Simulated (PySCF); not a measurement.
Te, triplet (core potentials on Te). Base run: B3LYP/def2-TZVP (PySCF).

Input for PySCF:
```python
from pyscf import gto, scf, dft

mol = gto.M(
    atom='''
Te    0.000000    0.000000    0.000000
''',
    basis='def2-tzvp',
    ecp={'Te': 'def2-tzvp'},
    charge=0,
    spin=2,
    verbose=4,
)

mf = dft.UKS(mol)
mf.xc = 'b3lyp'
mf.kernel()
```

The base run was repeated with changes; each row names its change, and settings that it needs were set with it.

| change | E (Eh) | HOMO (eV) | <S^2> |
|---|---|---|---|
| base | -268.07388 | -6.10 | 2.003 |
| functional = pw6b95 | -268.14824 | -6.29 | 2.003 |
| functional = m06l | -268.14511 | -5.20 | 2.004 |
| functional = lc_wpbe | -268.01961 | -8.85 | 2.006 |
| functional = b3lyp; dispersion = d3zero | -268.07388 | -6.10 | 2.003 |
| functional = camb3lyp | -267.98264 | -7.55 | 2.003 |
| functional = wb97m_v | -267.95928 | -8.33 | 2.003 |
| functional = pbe | -267.97310 | -5.23 | 2.003 |
| functional = tpss | -267.87853 | -5.32 | 2.003 |
| functional = bp86 | -268.11160 | -5.39 | 2.002 |
| functional = tpssh | -267.89682 | -5.72 | 2.004 |
| functional = mn12l | -265.65035 | -5.17 | 2.009 |
| functional = mn15 | -267.35950 | -6.73 | 2.004 |

Totals shift with the method and basis; they matter in differences.

Open shells are given as the SCF converged; they aren't shown to be the lowest states, and a large step between rows can be another state.
